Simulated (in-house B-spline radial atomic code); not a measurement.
Ionising Sr⁸⁺ with different functionals

Computed with a B-spline radial code for spherical atoms: non-relativistic Hamiltonian, point nucleus, spin-polarised at highest spin, spherical fractional occupations for the functionals, the average over the highest-spin determinants for Hartree-Fock. The ionisation energy is the difference of two self-consistent energies, [Ar] 3d10 4s2 → [Ar] 3d10 4s1, without Breit or QED terms; ε is the level of the shell that loses the electron (its least bound occupied spin orbital). There is no spin-orbit coupling in this Hamiltonian.

| method | rung | ΔSCF (eV) | -ε(4s) (eV) |
| --- | --- | --- | --- |
| Hartree-Fock | Hartree-Fock | 153.55 | 153.75 |
| HF fractional | Hartree-Fock | 153.55 | 153.75 |
| LDA VWN5 | LDA | 157.01 | 148.68 |
| LDA PW92 | LDA | 157.01 | 148.67 |
| LDA exchange-only | LDA | 155.04 | 146.96 |
| PBE | GGA | 156.58 | 148.11 |
| PBEsol | GGA | 156.30 | 148.10 |
| BLYP | GGA | ? | ? |
| RPBE | GGA | ? | ? |
| PW91 | GGA | 156.74 | 148.31 |
| BP86 | GGA | 156.52 | 148.34 |
| AM05 | GGA | 156.18 | 148.06 |
| OLYP | GGA | 155.99 | 147.56 |
| TPSS | meta-GGA | 155.95 | 147.92 |
| SCAN | meta-GGA | 155.69 | 148.54 |
| r2SCAN | meta-GGA | 155.52 | 148.34 |
| M06-L | meta-GGA | 155.75 | 148.00 |
| revTPSS | meta-GGA | 155.70 | 147.83 |
| PBE0 | global hybrid | 156.04 | 149.79 |
| B3LYP | global hybrid | 156.62 | 149.84 |
| TPSSh | global hybrid | 155.81 | 148.61 |
| M06-2X | global hybrid | 156.17 | 150.47 |
| BHandHLYP | global hybrid | 155.89 | 151.62 |
| r2SCAN0 | global hybrid | 155.35 | 150.00 |
| B97-1 | global hybrid | 156.41 | 149.41 |
| HSE06 | range-separated hybrid | 156.13 | 149.59 |
| wB97X | range-separated hybrid | 155.52 | 152.85 |
| CAM-B3LYP | range-separated hybrid | 156.62 | 151.78 |
| LC-wPBE | range-separated hybrid | 156.43 | 153.32 |

Problem. What does RPBE give?

Solution. ΔSCF 156.30 eV, and -ε(4s) = 147.79 eV.

Problem. What does BLYP give?

Solution. ΔSCF 156.81 eV, and -ε(4s) = 148.32 eV.

Problem. Among the functionals, which spreads more, the ΔSCF values or the orbital energies?

Solution. The orbital energies: ΔSCF values span about 1.97 eV and the orbital energies 6.36 eV.

Problem. How do they compare with the NIST value?

Solution. NIST lists 158.3 eV ± 0.25 (semi-empirical, ground level to ground level). Errors run from -4.78 to -1.32 eV; LDA VWN5 is closest (-1.32 eV), though others lie within the uncertainty of it, and part of that can be cancellation, since the calculations leave out relativity, Breit-QED terms. Hartree-Fock also lacks correlation.
